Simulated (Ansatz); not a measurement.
Ansatz (a program for electronic structure) input:
A basis named .json is the Basis Set Exchange file of that set.

Ansatz 0.2 input:
```yaml
crystal:
  periodic: [false, false, false]
  atoms:
    - {symbol: C, position_ang: [2.55448878, -0.01141632, -0.31562623]}
    - {symbol: C, position_ang: [1.23353703, -0.69259462, -0.15054844]}
    - {symbol: C, position_ang: [0.00667760, -0.06280030, -0.00093689]}
    - {symbol: C, position_ang: [-0.08990558, 1.44507440, 0.00386945]}
    - {symbol: C, position_ang: [-1.15639338, -0.80904162, 0.15274863]}
    - {symbol: C, position_ang: [-2.52316765, -0.23014316, 0.31236804]}
    - {symbol: H, position_ang: [3.36215627, -0.74058442, -0.37357172]}
    - {symbol: H, position_ang: [2.59820211, 0.59530906, -1.22736525]}
    - {symbol: H, position_ang: [2.78143295, 0.66296275, 0.51705396]}
    - {symbol: H, position_ang: [1.23342194, -1.77710172, -0.14606656]}
    - {symbol: H, position_ang: [-0.83501665, 1.79272906, -0.71473982]}
    - {symbol: H, position_ang: [0.85773547, 1.91789805, -0.24322096]}
    - {symbol: H, position_ang: [-0.39936125, 1.81398704, 0.98542911]}
    - {symbol: H, position_ang: [-1.06545235, -1.88933605, 0.13807560]}
    - {symbol: H, position_ang: [-2.88960569, 0.22265672, -0.61833209]}
    - {symbol: H, position_ang: [-2.55111780, 0.56110726, 1.06806924]}
    - {symbol: H, position_ang: [-3.24381596, -0.99409801, 0.60342097]}
basis:
  gaussian:
    orbitals: def2-QZVPP.json
hamiltonian:
  xc: {name: PBE0}
magnetization: {spin_polarized: true, initial_magnetization: 1}
```

Question: Which total energy does the run end on?

Answer: -235.01272 Eh (PBE0/def2-QZVPP). The basis has 672 functions.

It need not be the lowest isomer of its formula.
